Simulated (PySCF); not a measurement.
## Telling isomers of C6H8NP apart by NMR

Method: GFN2-xTB geometry, GIAO PBE0/pcSseg-1 shieldings, in PySCF 2.14.0 with density-fitted response routines (rapidly exchanging positions averaged, no solvent, one computed conformer, non-relativistic).

δ = σ(ref) − σ, references computed at the same level: TMS for 1H and 13C. Splittings of carbon signals by F and P are missing where no couplings were computed. Where no couplings were computed, multiplicities follow the n + 1 count of equivalent neighbours, and m marks all less simple cases (inequivalent or close neighbours, rings, F or P nearby). Shifts are as computed. Against solution values, carbons near 30 ppm lie about +3 ppm off and those near 130 ppm about +5 ppm. Of 1211 compounds with measured shifts, 218 miss one by over three times the rms of a fit or turn the order of signals round; such compounds aren't used in these exercises.

(1) Tabulate the signals of `CC1=C(C)P1CC#N`, `Cc1ccpc(C)n1`, `CPc1ccccn1`, `Cc1cncpc1C`, `Cc1cc(C)pcn1` and their relative energies.

(2) What is the quickest way to tell CC1=C(C)P1CC#N from Cc1cc(C)pcn1?

(3) What is the quickest way to tell CPc1ccccn1 from Cc1cncpc1C?

(4) What is the quickest way to tell Cc1ccpc(C)n1 from CPc1ccccn1?

Answers

(1) 
```tsv
SMILES	carbon types	δC	δH	E rel. (kcal/mol)
CC1=C(C)P1CC#N	3×C 1×CH2 2×CH3	130.8, 120.7, 18.9, 15.5	2.64 (m, 6H), 1.81 (m, 2H)	37.4
Cc1ccpc(C)n1	2×C 2×CH 2×CH3	204.9, 176.1, 160.5, 125.5, 34.6, 30.1	9.58 (m, 1H), 7.55 (m, 1H), 3.19 (m, 3H), 2.88 (s, 3H)	0.0
CPc1ccccn1	1×C 4×CH 1×CH3	172.8, 155.8, 139.8, 131.3, 125.3, 7.5	8.90 (m, 1H), 7.73 (m, 1H), 7.60 (m, 1H), 7.15 (m, 1H), 4.51 (m, 1H), 1.64 (m, 3H)	0.5
Cc1cncpc1C	2×C 2×CH 2×CH3	190.1, 188.7, 154.2, 137.0, 27.4, 21.2	10.48 (m, 1H), 8.99 (m, 1H), 2.77 (m, 3H), 2.41 (s, 3H)	3.2
Cc1cc(C)pcn1	2×C 2×CH 2×CH3	192.3, 190.2, 161.8, 129.8, 29.6, 28.2	10.50 (m, 1H), 7.68 (m, 1H), 2.91 (s, 3H), 2.86 (m, 3H)	1.0
```

Energies are electronic energies at PBE0/pcSseg-1 on these geometries, without zero-point or thermal terms, each for the one conformer computed, which needn't be the lowest.

(2) Count the carbon signals: 4 against 6. The first has an sp3 CH2 bonded to P, α to a nitrile at 18.9 ppm, the second an aromatic CH next to a ring nitrogen at 192.3 ppm. Their most deshielded carbons lie at 130.8 and 192.3 ppm. In the proton spectra the most deshielded non-exchanging signals are 2.64 (m, 6H) and 10.50 (m, 1H).

(3) Both give the same number of carbon signals, but DEPT or the intensities differ. The first has an aromatic CH at 125.3 ppm, the second a substituted aromatic carbon (C) at 137.0 ppm. Their most deshielded carbons lie at 172.8 and 190.1 ppm. In the proton spectra the most deshielded non-exchanging signals are 8.90 (m, 1H) and 10.48 (m, 1H).

(4) Both give the same number of carbon signals, but DEPT or the intensities differ. The first has a substituted aromatic carbon next to a ring nitrogen (C) at 204.9 ppm, the second a methyl carbon bonded to P (CH3) at 7.5 ppm. Their most deshielded carbons lie at 204.9 and 172.8 ppm. In the proton spectra the most deshielded non-exchanging signals are 9.58 (m, 1H) and 8.90 (m, 1H).
